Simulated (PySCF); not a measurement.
Computed IR spectrum (relative IR intensity) of a molecule C₂H₅FN₂Si. Geometry optimised at PBE0-D3(BJ)/def2-SVP. The values are those of a single conformer. Method: PBE0-D3(BJ)/def2-SVP run with PySCF. Frequencies are harmonic and unscaled.

ν (cm⁻¹): 64 (w), 100 (vw), 158 (m), 284 (m), 326 (m), 386 (m), 498 (vw), 571 (w), 602 (w), 713 (w), 763 (m), 810 (m), 885 (m), 919 (w), 942 (vs), 1021 (m), 1141 (s), 1209 (w), 1289 (w), 1349 (w), 1534 (m), 1647 (w), 2219 (vs), 3073 (m), 3144 (w), 3635 (m), 3742 (m) (against the strongest line: vs over 80 %, s over 45 %, m over 15 %, w over 4 %, vw less)

Which molecule gave these data?
(A) N#C[C@H](F)[SiH2]N
(B) N[Si@]1(F)C=NC1
(C) N[Si@@H]1C=N[C@@H]1F
(D) N#CC[Si@@H](N)F

C, N[Si@@H]1C=N[C@@H]1F
